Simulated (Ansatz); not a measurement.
```xyz
9

N    -0.346    0.885   -1.569
Sn    0.057   -0.092    0.115
O     1.509   -1.285   -0.372
F    -1.346   -1.251    0.749
S     0.417    1.345    1.968
H    -0.401    0.282   -2.380
H    -1.176    1.461   -1.526
H     1.703   -1.944    0.300
H    -0.417    0.598    2.715
```

The species carries charge 0 and has multiplicity 1. Sn: def2 effective core potential.

(1) List the ωB97M-V/def2-TZVPP orbital energies in eV (the Gaussian-basis code of Ansatz). (Best estimate.)

## Answers

(1) Ansatz gave: Occupied: -2427.35, -676.38, -526.22, -394.89, -221.32, -164.42, -164.37, -164.24, -144.01, -98.64, -98.60, -98.56, -34.81, -32.75, -32.36, -32.17, -32.15, -31.80, -29.76, -26.50, -23.36, -17.66, -16.48, -15.48, -14.52, -13.95, -13.81, -13.51, -12.65, -12.00, -11.35, -10.69, -10.24. Lowest empty: 0.36, 1.81, 1.91, 2.32, 2.58, 3.35, 4.28, 4.52.
